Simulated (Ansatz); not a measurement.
Basis-set series for BH₃InN. Total charge 0; spin multiplicity 1. In takes the def2 core potential. The bonds changed during the relaxation, so this is another structure than the one it started from. All single points use the PBE0-D4/def2-TZVP geometry.

```xyz
6

B     0.015   -0.102    0.680
N    -0.460    0.128   -0.596
In    1.314    0.155   -1.798
H    -0.650   -0.194    1.677
H    -1.451    0.237   -0.755
H     1.233   -0.224    0.792
```

| functional | basis | functions | energy (Eh) | HOMO (eV) | LUMO (eV) |
| --- | --- | --- | --- | --- | --- |
| PBE0-D4 | def2-SVP | 69 | -271.42609 | -6.71 | -1.34 |
| PBE0-D4 | def2-QZVPP | 286 | -271.53154 | -6.76 | -1.40 |
| ωB97M-V | def2-SVP | 69 | -271.43173 | -8.79 | 0.22 |
| ωB97M-V | def2-QZVPP | 286 | -271.54182 | -8.87 | -0.03 |

**Question.** Give the rows for def2-TZVPP. (Estimate.)

**Answer.** Computed: 
```tsv
functional	basis	functions	energy (Eh)	HOMO (eV)	LUMO (eV)
PBE0-D4	def2-TZVPP	154	-271.52532	-6.75	-1.39
ωB97M-V	def2-TZVPP	154	-271.53589	-8.85	0.04
```

Positive LUMOs are unbound and depend on the basis.
